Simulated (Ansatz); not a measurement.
Al₂B₅, relaxed as a doublet with UKS PBE0-D4/def2-SVP in Ansatz, starting from the GFN1-xTB geometry. Force threshold 0.02 eV/Å.

The relaxation made no stability test and no search for a lower SCF solution. The structure comes from a short search, and lower isomers may exist.

Start:

```xyz
7

B     0.766    0.806    0.178
B     0.594   -0.385   -1.566
B     1.019   -0.815   -0.118
B    -0.533    0.669   -1.489
B    -0.887    0.957    0.013
Al    0.226    0.099    2.311
Al   -1.184   -1.332    0.671
```

Q: Estimate the energy that the relaxation releases and the steps that it takes.

A: 152.7 kJ/mol, in 11 steps; 26 s on 4 threads of Arm Neoverse V1 on a shared host. No frequencies were taken in this run, so the end may be a saddle point.

Q: Does the start keep its bonding and symmetry?

A: Bonds formed: B2–Al7, B3–Al6, B4–Al7, B5–Al6 (atoms count from 1). Point group Cs at the start, Cs at the end, both within 0.05 Å.

Q: Predict the relaxed structure.

A: 
| atom | x (Å) | y (Å) | z (Å) |
| --- | --- | --- | --- |
| B1 | 0.767 | 0.841 | -0.191 |
| B2 | 0.550 | -0.474 | -1.256 |
| B3 | 1.014 | -0.772 | 0.265 |
| B4 | -0.599 | 0.591 | -1.182 |
| B5 | -0.824 | 0.932 | 0.383 |
| Al6 | 0.349 | 0.240 | 1.970 |
| Al7 | -1.257 | -1.356 | 0.013 |
Bond lengths (bridged metal pairs left out): 7 × B–B 1.57 to 1.71 Å; 7 × Al–B 2.09 to 2.38 Å.
